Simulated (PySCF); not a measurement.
Geometry (Å), atoms numbered from 1 in this order:
```xyz
18

Si   -0.2406   -0.3650   -0.2277
S    -0.1441   -0.4127    1.9288
C     0.7992    1.1058    2.2711
H     1.8070    1.0659    1.8342
H     0.8974    1.1828    3.3624
H     0.2754    2.0013    1.9069
C     1.4895   -0.4016   -0.9621
H     2.0374   -1.2928   -0.6198
H     2.0723    0.4878   -0.6762
H     1.4394   -0.4279   -2.0630
C    -1.1415    1.1802   -0.8065
H    -0.6102    2.0959   -0.5036
H    -2.1580    1.2201   -0.3864
H    -1.2198    1.1913   -1.9062
C    -1.1925   -1.9122   -0.6927
H    -2.2000   -1.9070   -0.2498
H    -0.6686   -2.8157   -0.3444
H    -1.2985   -1.9793   -1.7875
```

Level of theory: PBE0-D3(BJ)/def2-SVP geometry, σ from GIAO-B3LYP/pcSseg-1, in PySCF (no relativistic terms, equivalent nuclei averaged, single conformer, no solvent).

δ = σ(ref) − σ, references computed at the same level: 13C and 1H and 29Si against TMS; 33S against CS2.

```csv
atoms,nucleus,count,δ (ppm)
C3,13C,1,12.7
S2,33S,1,-162
Si1,29Si,1,22.6
H8/H9/H10/H12/H13/H14/H16/H17/H18,1H,9,0.19
C7/C11/C15,13C,3,?
H4/H5/H6,1H,3,?
```

Q: Fill in the missing shifts.

A: 
- C7/C11/C15: -0.4 ppm, carbon bonded to Si, 3 H
- H4/H5/H6: 1.86 ppm, hydrogen on a carbon bonded to S

Shifts are as computed. Against solution values, carbons near 30 ppm lie about +2 ppm off and those near 130 ppm about +6 ppm. Of 1211 compounds with measured shifts, 218 miss one by over three times the rms of a fit or turn the order of signals round; such compounds aren't used in these exercises.
